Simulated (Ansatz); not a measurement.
Geometry optimisation, RKS PBE-D4/def2-SVP (Ansatz).

Input file:

```yaml
crystal:
  periodic: [false, false, false]
  atoms:
    - { symbol: Hf, position_ang: [0.004645, 0.505544, -0.499535] }
    - { symbol: Cl, position_ang: [0.894721, -0.45708, 2.975448] }
    - { symbol: F, position_ang: [1.586745, -0.535333, -0.739338] }
    - { symbol: Cl, position_ang: [-0.635838, 1.604958, -2.468548] }
    - { symbol: F, position_ang: [-1.504102, -0.312225, 0.336683] }
    - { symbol: Si, position_ang: [0.755779, 2.590675, 0.935636] }
    - { symbol: H, position_ang: [1.783032, 2.245665, 2.007833] }
    - { symbol: H, position_ang: [1.414694, 3.678202, 0.121146] }
    - { symbol: H, position_ang: [-0.391536, 3.225451, 1.684887] }
    - { symbol: H, position_ang: [1.380759, 0.781143, 2.783789] }
basis:
  gaussian: { orbitals: def2-SVP }
hamiltonian:
  xc: pbe
  dispersion: d4
relax:
  f_tol: 0.03
  max_steps: 50
```

Command:

```bash
$ ansatz run input.yaml --threads 4 --pin off --max-ram 5120MiB --backend cpu --events-out ev --progress --plain --runs-dir out
```

Task: Where does it end, and by what steps?

Result: The forces met the threshold. The force dipped under the threshold on the way, but the program's further checks kept it going. After 24 steps the energy has fallen by 0.203 eV; Cl2 moved furthest, 0.72 Å. Joined: Hf1–Cl2 (3.71 → 2.88 Å).

| step | energy less start (eV) | largest force component (eV/Å) | accepted |
| --- | --- | --- | --- |
| 0 | 0.0000 | 0.787 | yes |
| 1 | -0.0416 | 0.686 | yes |
| 2 | -0.1250 | 0.576 | yes |
| 3 | -0.1700 | 0.398 | yes |
| 4 | -0.1435 | 0.495 | no |
| 5 | -0.1841 | 0.254 | yes |
| 6 | -0.1889 | 0.143 | yes |
| 7 | -0.1910 | 0.072 | yes |
| 8 | -0.1927 | 0.026 | yes |
| 9 | -0.1936 | 0.052 | yes |
| 10 | -0.1890 | 0.210 | no |
| 11 | -0.1968 | 0.039 | yes |
| 12 | -0.1961 | 0.213 | no |
| 13 | -0.1984 | 0.033 | yes |
| 14 | -0.1996 | 0.040 | yes |
| 15 | -0.2008 | 0.091 | yes |
| 16 | -0.2011 | 0.096 | yes |
| 17 | -0.2019 | 0.088 | yes |
| 18 | -0.2024 | 0.042 | yes |
| 19 | -0.2028 | 0.043 | yes |
| 20 | -0.2030 | 0.045 | yes |
| 21 | -0.2031 | 0.048 | yes |
| 22 | -0.2032 | 0.043 | yes |
| 23 | -0.2033 | 0.033 | yes |
| 24 | -0.2034 | 0.018 | yes |

```xyz
10
Properties=species:S:1:pos:R:3
Hf 0.044 0.332 -0.251
Cl 1.141 -0.435 2.302
F 1.524 -0.699 -0.893
Cl -0.726 1.527 -2.118
F -1.507 -0.533 0.462
Si 0.740 2.699 1.020
H 1.349 2.395 2.412
H 1.822 3.516 0.356
H -0.401 3.631 1.356
H 1.303 0.894 2.491
```

Whether the end is a true minimum wasn't checked by a vibrational analysis.

The run took 58 s on 4 threads of Intel(R) Xeon(R) Platinum 8259CL CPU @ 2.50GHz (Skylake/Cascade Lake), with other jobs on the host, peak memory 0.24 GiB.
